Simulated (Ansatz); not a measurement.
Gas-phase electronic energies from Ansatz, PBE0-D4/def2-TZVP geometries. CBS: MP2 limit from def2 TZ/QZ plus the TZ coupled-cluster correction, frozen cores. Functionals use def2-TZVPP. B3LYP here is the variant with VWN-RPA as its local correlation; programs differ in this. For Ge outer-core shells are correlated without core-valence functions, which leaves a few kJ/mol of doubt a bond. Scalar relativity is left out up to krypton. Each species was taken in one conformer, which may not be the lowest.

Reaction (formal exchange of groups at the Si–O bond): `N[SiH](Cl)O[SiH3]` + `[F][GeH3]` → `N[SiH](Cl)[GeH2][F]` + `O[SiH3]`

`N[SiH](Cl)O[SiH3]`:

Cartesian coordinates in Å:
```
N 0.365 -2.152 -0.552
Si 0.866 -0.551 -0.335
Cl 1.806 -0.182 1.475
O -0.442 0.405 -0.372
Si -1.112 1.726 0.339
H -0.407 -2.527 -0.025
H 1.040 -2.865 -0.778
H 1.853 -0.210 -1.375
H -2.276 2.126 -0.486
H -1.564 1.391 1.713
H -0.131 2.838 0.397
```

`[F][GeH3]`:

Z-matrix (Å, degrees):
```
Ge
F 1 1.742
H 1 1.533 2 106.2
H 1 1.533 2 106.3 3 120.0
H 1 1.533 2 106.2 3 -120.0
```

`N[SiH](Cl)[GeH2][F]`:

```xyz
10

N    -1.501   -0.888   -0.513
Si   -0.325   -0.511    0.651
Cl   -1.006    0.585    2.284
Ge    1.337    0.918   -0.286
F     2.102    0.075   -1.616
H    -1.892   -0.190   -1.123
H    -2.122   -1.672   -0.392
H     0.195   -1.782    1.202
H     0.743    2.199   -0.901
H     2.470    1.266    0.693
```

`O[SiH3]`:

Cartesian coordinates in Å:
```
O -0.223 -0.025 1.262
Si 0.028 -0.158 -0.361
H -0.105 0.836 1.664
H -0.899 0.714 -1.134
H -0.222 -1.579 -0.696
H 1.421 0.212 -0.734
```

CCSD(T)/CBS gives +29.2 kcal/mol.

Q: Another level gave +23.3 kcal/mol. Which?
A. B3LYP-D4/def2-TZVPP
B. CCSD(T)/def2-TZVPP
C. PBE-D4/def2-TZVPP
D. PBE0-D4/def2-TZVPP

A: C. PBE-D4 23.3, PBE0-D4 25.9, B3LYP-D4 28.7, CCSD(T)/def2-TZVPP 29.8 kcal/mol.

Largest T1 diagnostic among the species: 0.012.

In def2-TZVPP, CCSD(T) changes the Hartree–Fock value by −5.5 kcal/mol (the triples alone add −0.7 kcal/mol) and MP2 by −4.7 kcal/mol. From PBE to PBE0 (25 % exact exchange), in def2-TZVPP and without D4, ΔE moves by +2.6 kcal/mol.
